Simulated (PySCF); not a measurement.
## NdO: one state, many levels of theory

State: quintet, about 3.3 electrons in the 4f shell (Mulliken), real f orbitals that mix terms. Set-up: basis Nd x2c-SVPall, O x2c-SVPall; spin-free X2C with a Gaussian nucleus; PySCF 2.14. De refers to Nd (4f4 6s2) + O in their high-spin ground configurations, without counterpoise correction. The functionals are run spin-unrestricted. A positive dipole means Nd(−)O(+). Levels whose curve was spin-contaminated or gave no clean fit are not listed.

| Level | Re (Å) | ωe (cm⁻¹) | De (eV) | μ (D) | CPU s a point (SCF and correlation, without the integrals) |
| --- | --- | --- | --- | --- | --- |
| UHF | 1.798 | 883 | n/a | -3.94 | 3.5 |
| UHF-MP2 | 1.802 | 863 | n/a | n/a | 5.7 |
| UHF-SCS-MP2 | 1.804 | 868 | n/a | n/a | n/a |
| r²SCAN | 1.795 | 850 | 7.03 | -3.05 | 37 |
| PBE0 | 1.781 | 879 | 6.63 | -3.17 | 11 |
| CAM-B3LYP | 1.785 | 887 | 6.51 | -3.39 | 27 |
| B2PLYP | 1.807 | 842 | 7.01 | -3.90 | 9 |

**Question.** What does second-order correlation do here, going from UHF to UHF-MP2?

**Answer.** UHF-MP2 less UHF: +0.4 pm in Re, -2.3 % in ωe. Correlation nearly always deepens the well. The bond lengthens, as in strong covalent bonds, where excitations into antibonding orbitals dominate.

Correlated steps freeze 19 core orbitals. These are scalar-relativistic numbers at best; spin–orbit coupling would shift them, the dissociation energy most. Counting both spins, an empty level lies below a filled one in some of these solutions, because spin and occupation are held. B2PLYP dipoles, levels and charges come from its SCF part alone. With d or f electrons several states lie close, and the lowest PBE0 determinant need not be the measured ground state.

The whole job (state search and all levels along the bond) took about 23 min on 2 threads of Arm Neoverse V1 (shared host), peak memory 3.3 GiB.
